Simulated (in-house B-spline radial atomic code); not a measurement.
## Ionising Zn5+ with different functionals

Computed with a radial B-spline atomic code at the basis-set limit: non-relativistic Hamiltonian, point nucleus, spin-polarised at highest spin, spherical fractional occupations for the functionals, the average over the highest-spin determinants for Hartree-Fock. The ionisation energy is the difference of two self-consistent energies, [Ar] 3d7 → [Ar] 3d6, without Breit or QED terms; ε is the level of the shell that loses the electron (its least bound occupied spin orbital).

Hybrids are left out here: with spherical fractional occupations of an open shell their exact exchange keeps a self-interaction that integer-occupation calculations don't have.

```
           method          rung  ΔSCF (eV)  -ε(3d) (eV)
     Hartree-Fock  Hartree-Fock     106.79       109.82
         LDA VWN5           LDA     109.90        96.98
         LDA PW92           LDA     109.89        96.97
LDA exchange-only           LDA     107.51        94.69
              PBE           GGA     109.45        96.55
           PBEsol           GGA     109.42        96.52
             BLYP           GGA     109.40        96.50
             RPBE           GGA          ?            ?
             PW91           GGA     109.64        96.73
             BP86           GGA          ?            ?
             AM05           GGA     109.46        96.56
             OLYP           GGA     109.65        96.77
             TPSS      meta-GGA     109.21        96.34
             SCAN      meta-GGA     108.68        96.03
           r2SCAN      meta-GGA     108.78        96.12
            M06-L      meta-GGA     108.58        95.89
          revTPSS      meta-GGA     108.96        96.13
```

Problem. What does RPBE give?

Solution. ΔSCF 109.33 eV, and -ε(3d) = 96.44 eV.

Problem. What does BP86 give?

Solution. ΔSCF 109.59 eV, and -ε(3d) = 96.67 eV.

Problem. How do they compare with the NIST value?

Solution. NIST lists 108 eV ± 1 (semi-empirical, ground level to ground level). Errors run from -1.21 to +1.90 eV; all lie within about twice that uncertainty, so the table can't rank the methods. Hartree-Fock also lacks correlation.
